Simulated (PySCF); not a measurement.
Input file for PySCF: R-B3LYP/6-311+G** on H4 (a complex), monomers drawn apart or pushed together.

```python
from pyscf import gto, scf, dft, mp
from pyscf.data.elements import chemcore

mol = gto.M(
    atom='''
    H     0.01918998    0.21921854   -0.28211616
    H     0.18702023   -0.10958982   -0.92801742
    H    -0.20853433    0.24343942    2.71101843
    H     0.03782210   -0.33419615    2.31207910
    ''',
    basis='6-311+g**',
    charge=0, spin=0, verbose=3, max_memory=1800)
mf = dft.RKS(mol, xc='b3lyp')
mf.conv_tol = 1e-8
mf.max_cycle = 100
mf.kernel()
if not mf.converged:
    mf = mf.newton().run(mf.mo_coeff, mf.mo_occ)
```

Program output:

```
converged SCF energy = -2.35889136619378
```

Self-consistency was reached.

Cost: very roughly 0.4 core-seconds.
